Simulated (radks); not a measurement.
Cr, 24 electrons, occupied as [Ar] 3d5 4s1 (the NIST ground configuration). Calculated with a radial shooting solver on a logarithmic mesh with Libxc functionals: scalar-relativistic Kohn-Sham, BLYP, spin-polarised, spherical densities, finite nucleus; open shells are filled with parallel spins first; Fermi nuclear charge, rms radius 3.6452 fm.

Unscreened Slater integrals over Kohn-Sham orbitals (hartree). They are taken over the spin-up orbitals.

F0(3d,3d): 0.65228
F2(3d,3d): 0.28390
F4(3d,3d): 0.17355
F0(3d,4s): 0.33951
G2(3d,4s): 0.057025
F0(3d,3p): 0.76853
F2(3d,3p): 0.34541
G1(3d,3p): 0.42773
G3(3d,3p): 0.25484
F0(3d,3s): 0.78855
G2(3d,3s): 0.31910
F0(4s,4s): 0.27191
F0(4s,3p): 0.35545
G1(4s,3p): 0.018645
F0(4s,3s): 0.35707
G0(4s,3s): 0.012982
F0(3p,3p): 0.93753
F2(3p,3p): 0.46751
F0(3p,3s): 0.96711
G1(3p,3s): 0.64010
F0(3s,3s): 0.99979

Derived for the open shells (J is the average intra-shell exchange parameter used in DFT+U). 3d: Racah B = F2/49 - 5 F4/441 = 0.003826 hartree, C = 35 F4/441 = 0.01377 hartree, C/B = 3.60, F4/F2 = 0.611, J = (F2 + F4)/14 = 0.03267 hartree.
